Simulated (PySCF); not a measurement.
Species: C₅HF₃O₃.
Geometry (PBE0-D3(BJ)/def2-SVP, Å), atoms numbered from 1 in this order:
```xyz
12
C5HF3O3 angstrom
O      3.3670    0.2973   -0.4100
C      2.1837    0.3247   -0.2776
C      1.0887    1.3173   -0.4595
F      1.0801    2.5497   -0.8534
C      0.0968    0.4625   -0.0574
O     -1.2037    0.6097    0.0773
C     -1.9465   -0.5601    0.2957
F     -3.0227   -0.1941    0.9676
F     -2.3141   -1.0433   -0.8872
C      1.0652   -0.6562    0.1765
O      0.9724   -1.7854    0.5588
H     -1.3608   -1.3149    0.8446
```

Linear response at wB97X-D/def2-SVPD (PySCF, frozen core in the response, non-relativistic).

Static isotropic polarisability: 71.44 au (10.59 Å³), principal values 45.4, 73.3, 95.7 au.

Q: What is the polarisability at 1064 nm and at the sodium D line?

A: 72.17 au at 1064 nm (+1.0 %), 73.97 au at 589.3 nm (+3.5 %). The rise at 589.3 nm is 3.46 times that at 1064 nm; a pure ω² law gives 3.26. The lowest singlet lies at 329 nm, shorter than both wavelengths.

Q: What is the isotropic C6 coefficient between two such molecules, C6 = (3/π)∫α(iω)² dω?

A: 2299 au (Eh·bohr⁶) by a ten-point quadrature over imaginary frequencies, which is 1370 eV·Å⁶ or 133 J·nm⁶/mol.

Q: Which effective excitation energy ω̄ makes London's formula C6 = (3/4)α²ω̄ exact here?

A: ω̄ = 4·C6/(3α²) = 0.601 Eh = 16.3 eV. A one-pole form α(ω) = α/(1 − ω²/ω̄²) fitted to the 1064 nm value gives 11.6 eV.

Q: What three-body coefficient follows from the one-pole estimate C9 = (3/4)·α·C6?

A: 123000 au. This is an estimate from the two numbers above, not a computed integral.

Q: How many electrons N does the Slater–Kirkwood formula C6 = (3/4)·√N·α^(3/2) need to give this C6?

A: N = (4·C6/3)²/α³ = 25.8; the species has 82 electrons in all.

Q: What molar refraction at the D line follows from R = (4π/3)·N_A·α′, with α′ the polarisability volume?

A: α′ = 10.96 Å³ gives R = 27.65 cm³/mol, for isolated, non-vibrating species.

Q: How anisotropic is the static polarisability, by Δα² = ½[(α1 − α2)² + (α2 − α3)² + (α3 − α1)²]?

A: Δα = 43.6 au, or 0.61 of the isotropic value.

Q: The lowest 6 singlets have (eV, f): 3.77, 0.000; 3.91, 0.000; 5.95, 0.183; 6.07, 0.156; 6.14, 0.157; 6.50, 0.004. What share of the static polarisability do they carry in the sum over states α = Σ f/ω²?

A: 10.16 au, 14.2 % of α; the largest term, 3.83 au, is that of the state at 5.95 eV. Their oscillator strengths add up to 0.50. Higher states carry the rest.

Q: What n − 1 at the D line would an ideal gas of it have at 273.15 K and 1 atm (2.6868 × 10¹⁹ cm⁻³), by n − 1 = 2π·N·α′?

A: 18.50 × 10⁻⁴, a formal value whether or not that pressure can be reached.

The run took 91 s of wall time on Arm Neoverse V2, one thread (shared host). This is the whole response run at wB97X-D/def2-SVPD, SCF included.

One conformer stands for the species.

Note: wB97X-D ran without an empirical dispersion term, which enters the total energy and its gradient alone.
